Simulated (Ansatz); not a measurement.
`B[SiH2]O` + `[SiH3][SnH3]` → `[BH2][SnH2][SiH3]` + `O[SiH3]` at 298.15 K and 1 bar (formal exchange of groups at a B–Si bond).

Calculated with Ansatz (gas phase, PBE0-D4/def2-TZVP geometries, no zero-point term in ΔE). CCSD(T)/CBS adds triple-zeta CCSD(T) − MP2 to the extrapolated MP2 energy (def2 sets, frozen cores). Elements past krypton have def2 core potentials. For Sn outer-core shells are correlated without core-valence functions, which leaves a few kJ/mol of doubt a bond. One conformer a species, not always the lowest.

```
            species  CCSD(T)/CBS energy (Eh)  H − E (kJ/mol)  S (J/(mol·K))
         `B[SiH2]O`               -392.05150           149.3          299.9
     `[SiH3][SnH3]`               -506.68362           133.9          307.2
`[BH2][SnH2][SiH3]`               -532.05307           173.5          362.1
          `O[SiH3]`               -366.69042           113.6          257.8
```

H − E and S are ideal-gas, rigid-rotor, harmonic terms from PBE0-D4/def2-TZVP, for one conformer and one mirror image of each species. 1 Eh = 2625.50 kJ/mol, R = 8.31446 J/(mol·K).

Problem. By hand: ΔE, ΔH, ΔS and ΔG.

Solution. ΔE = (-532.05307) + (-366.69042) − (-392.05150) − (-506.68362) = -0.00837 Eh = -22.0 kJ/mol. Δ(H − E) = 173.5 + 113.6 − 149.3 − 133.9 = 3.9, so ΔH = -18.1 kJ/mol. ΔS = 362.1 + 257.8 − 299.9 − 307.2 = 12.8 J/(mol·K). ΔG = -18.1 − 298.15 × (12.8)/1000 = -21.9 kJ/mol.

Problem. By hand: the equilibrium constant, and the temperature at which ΔG would vanish if ΔH and ΔS stayed fixed.

Solution. log₁₀ K = −ΔG/(RT ln 10) = 3.8. ΔH and −TΔS have one sign here, so there is no such temperature.

The number of gas molecules stays the same, so ΔS is small and ΔH decides. A doubt of 5 kJ/mol in ΔE shifts log₁₀ K by 0.9 here. Other conformers and mirror images would add mixing entropy, several J/(mol·K) or more a flexible species. These are equilibria of isolated gas molecules and say nothing of rates. Largest T1 diagnostic: 0.014 (customary marks: 0.02 for closed shells, 0.045 for open ones).

ΔS is within the doubt of such terms, so its sign, and with it that verdict, could turn.
